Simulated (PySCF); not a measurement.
Ge(Me)4, SMILES [CH3][Ge]([CH3])([CH3])[CH3] (C4H12Ge), GFN2-xTB optimised geometry.

```
17

C     -0.98     1.18     0.00
Ge    -0.31    -0.70     0.00
C     -0.98    -1.63    -1.62
C      1.67    -0.70     0.00
C     -0.97    -1.63     1.62
H     -0.63     1.71    -0.88
H     -0.62     1.71     0.88
H     -2.06     1.20     0.00
H     -0.62    -2.66    -1.65
H     -0.63    -1.14    -2.52
H     -2.06    -1.65    -1.64
H      2.06    -0.19    -0.88
H      2.06    -0.19     0.88
H      2.06    -1.71     0.00
H     -0.62    -1.14     2.52
H     -2.06    -1.64     1.65
H     -0.63    -2.66     1.64
```

Density from B3LYP/def2-SVP (PySCF) at that geometry.

Minimum of the electron density along straight lines between bonded atoms, close to the bond critical point (lines longer than 1.1 times the sum of covalent radii, or with two minima, are not listed):

| bond | length / Å | ρ at the minimum / e bohr⁻³ | ∇²ρ there / e bohr⁻⁵ | position (fraction from the first atom) |
|---|---|---|---|---|
| C1–Ge2 | 1.987 | 0.122 | 0.05 | 0.54 |
| Ge2–C3 | 1.987 | 0.122 | 0.05 | 0.47 |
| Ge2–C4 | 1.987 | 0.122 | 0.05 | 0.47 |
| Ge2–C5 | 1.987 | 0.122 | 0.05 | 0.47 |
| C1–H6 | 1.086 | 0.273 | -0.98 | 0.62 |
| C1–H7 | 1.086 | 0.273 | -0.98 | 0.62 |
| C1–H8 | 1.086 | 0.273 | -0.98 | 0.62 |
| C3–H9 | 1.086 | 0.273 | -0.98 | 0.62 |
| C3–H10 | 1.086 | 0.273 | -0.98 | 0.62 |
| C3–H11 | 1.086 | 0.273 | -0.98 | 0.62 |
| C4–H12 | 1.086 | 0.273 | -0.98 | 0.62 |
| C4–H13 | 1.086 | 0.273 | -0.98 | 0.62 |
| C4–H14 | 1.086 | 0.273 | -0.98 | 0.62 |
| C5–H15 | 1.086 | 0.273 | -0.98 | 0.62 |
| C5–H16 | 1.086 | 0.273 | -0.98 | 0.62 |
| C5–H17 | 1.086 | 0.273 | -0.98 | 0.62 |
